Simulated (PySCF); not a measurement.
Compound: CH₄ClGeNSi.
SMILES: `N#C[Si@H](Cl)[GeH3]`

Level of theory: MP2 and CCSD/aug-cc-pVDZ in PySCF, restricted Hartree–Fock reference, 21 core orbitals frozen, non-relativistic, gas phase, PBE0-D3(BJ)/def2-SVP geometry.

E(HF) = -2918.48157 Eh.

(1) How large is the problem?

(2) What are the MP2 and CCSD correlation energies?

(3) What is the T1 diagnostic?

(4) How does correlation change the dipole moment?

Answers

(1) 172 basis functions and 80 electrons; 21 orbitals frozen, which leaves o = 19 correlated occupied and v = 132 virtual orbitals. That is o·v = 2508 singles and o·v(o·v + 1)/2 = 3146286 distinct closed-shell doubles amplitudes before symmetry; the costliest CCSD step grows as o²v⁴ = 1.1 × 10^11.

(2) MP2 -0.6589 Eh and CCSD -0.7077 Eh, which gives totals of -2919.14044 and -2919.18929 Eh. That is 0.507 eV for each correlated electron at CCSD (1858 kJ/mol in all, 0.024 % of the total energy); MP2 gives 93.1 % of the CCSD value.

(3) 0.0113, below the customary warning level of 0.02. It is the norm of the spatial-orbital singles amplitudes over the root of the number of correlated electrons, so the norm is 0.070.

(4) HF gives 3.76 D and CCSD (unrelaxed density) 3.49 D, a change of -0.27 D.

No triples correction and no basis-set extrapolation were made.

The job also held the EOM ionisation roots. Time: 4.4 min wall; peak memory 3.0 GiB. Hardware: Intel Xeon 6975P-C, one thread, no GPU (shared host).
